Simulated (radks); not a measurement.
Task: The mean radii <r> (bohr) of the occupied orbitals of an atom or ion are listed with their occupations. All-electron calculation, scalar-relativistic Kohn-Sham, LDA (Slater exchange, Perdew-Wang correlation), spin-polarised, spherical densities, finite nucleus; Fermi nuclear charge, rms radius of each element as measured or else 0.836 A^(1/3) + 0.57 fm. Program: a radial shooting solver on a logarithmic mesh with Libxc functionals.

| orbital | occ. | <r> |
|---|---|---|
| 1s up | 1 | 0.01805 |
| 1s down | 1 | 0.01805 |
| 2s up | 1 | 0.07591 |
| 2s down | 1 | 0.07585 |
| 2p up | 3 | 0.06796 |
| 2p down | 3 | 0.06789 |
| 3s up | 1 | 0.1885 |
| 3s down | 1 | 0.1889 |
| 3p up | 3 | 0.1866 |
| 3p down | 3 | 0.1870 |
| 3d up | 4 | 0.1661 |
| 4s up | 1 | 0.3635 |
| 4s down | 1 | 0.3643 |

Name the element and its charge. Open shells, if any, are filled with parallel spins first.

Result: Z = 75, rhenium, charge +51: Re51+ in [Ar] 3d4 4s2. The 1s radius gives Z: for a bare nucleus <r> = (2 gamma + 1)/(2Z) with gamma = sqrt(1 - (Z/c)^2), 0.01783 bohr for Z = 75, and screening makes it slightly larger (0.01805 here). The occupations add up to 24, and the charge is Z minus that.
